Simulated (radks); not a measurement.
The numbers below are computed, except where a source is named.
Problem. The chromium ion Cr10+ is in [Ne] 3s2 3p(1/2: 2, 3/2: 0). Level of theory: Dirac Kohn-Sham, relativistic LDA (MacDonald-Vosko exchange, VWN5 correlation), spin-unpolarised, spherical densities, finite nucleus; Fermi nuclear charge, rms radius of each element as measured or else 0.836 A^(1/3) + 0.57 fm (a radial shooting solver on a logarithmic mesh with Libxc functionals). Sub-shells are occupied by j as written (lower j first in brackets). One electron is removed from 2p1/2, 2p3/2, 3p1/2, 3s1/2 in turn, with full relaxation. Which removal costs least, and what does each cost?

Solution. 3p1/2 269.00 eV; 3s1/2 298.08 eV; 2p3/2 849.79 eV; 2p1/2 858.92 eV. The 3p1/2 electron leaves first.
